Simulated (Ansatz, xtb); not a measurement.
Ranking isomers of CH8SiSn

3 gas-phase structures of CH8SiSn, found in a search over its isomers (lower ones may exist). Each was relaxed with GFN2-xTB:

A. `C[SiH2][SnH3]`, a singlet
B. `[CH3][SnH2][SiH3]`, a singlet
C. `[SiH3][CH2][SnH3]`, a singlet

Question: Make a reasoned guess at their ranking by r2SCAN-D4/def2-SVP single-point energy.

Answer: Calculated order at r2SCAN-D4/def2-SVP: A (0.0), B (17.5), C (47.4) kJ/mol.

Energies above the lowest of each column, in kJ/mol; the last columns are at B3LYP-D3(BJ)/def2-SVP geometries:

```json
{"structure": "A", "GFN2-xTB": "0.0", "HF/STO-3G": "0.0", "r2SCAN-D4/def2-SVP": "0.0", "B3LYP-D3(BJ)/def2-SVP": "0.0", "CCSD(T)/def2-SVP + ΔMP2/def2-TZVPP": "0.0"}
{"structure": "B", "GFN2-xTB": "19.1", "HF/STO-3G": "2.9", "r2SCAN-D4/def2-SVP": "17.5", "B3LYP-D3(BJ)/def2-SVP": "17.7", "CCSD(T)/def2-SVP + ΔMP2/def2-TZVPP": "11.4"}
{"structure": "C", "GFN2-xTB": "66.2", "HF/STO-3G": "44.6", "r2SCAN-D4/def2-SVP": "47.4", "B3LYP-D3(BJ)/def2-SVP": "45.6", "CCSD(T)/def2-SVP + ΔMP2/def2-TZVPP": "35.4"}
```

Every level run on A puts it lowest or level with the lowest. Atoms past krypton carry core potentials in the def2 sets, without spin–orbit terms. ΔMP2 is the change of the MP2 energy from the smaller to the larger basis.

Programs: Ansatz 0.2.0, xtb 6.7.1.
